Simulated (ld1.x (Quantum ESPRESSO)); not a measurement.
Transferability test, RRKJ potential for fluorine (F)

* Element: fluorine
* Generator: ld1.x (Quantum ESPRESSO) 7.5
* Type: norm-conserving RRKJ (Kleinman–Bylander form)
* Functional: LDA (PZ)
* Relativity: scalar-relativistic
* Frozen core: [He]
* Valence charge: 7
* Reference configuration: 2s1.5 2p5.5
* Partial waves: 2s (bound): rc 0.70 bohr; 2p (bound): rc 0.80 bohr
* Local potential: the p channel
* Core correction: Bessel-smoothed model core, default radius (core density twice the valence density)

Energies are relative to the spin-unpolarised reference configuration 2s1.5 2p5.5; without spin polarisation the order of configurations can differ from experiment. Spin-polarised rows fill each open shell by Hund’s rule, majority spin first.

```tsv
valence configuration	charge	ΔE all-electron (eV)	error AE − PS (meV)
2s2 2p5	0	-9.186	+1.2
2s2 2p4	+1	10.370	-3.9
2s2 2p3	+2	48.882	-15
2s2 2p5.3	-0.3	-11.911	+1.6
2s2 2p4.5	+0.5	-1.555	-0.4
2s2 2p2	+3	109.614	-19
2s1.5 2p5.5 (spin-polarised)	0	-0.406	+8.9
2s2 2p5 (spin-polarised)	0	-9.565	+4.7
```

**Question.** What are ΔE and the potential's error for 2s1 2p5?

**Answer.** ΔE = 29.025 eV all-electron; the error (AE − PS) is -1.0 meV.
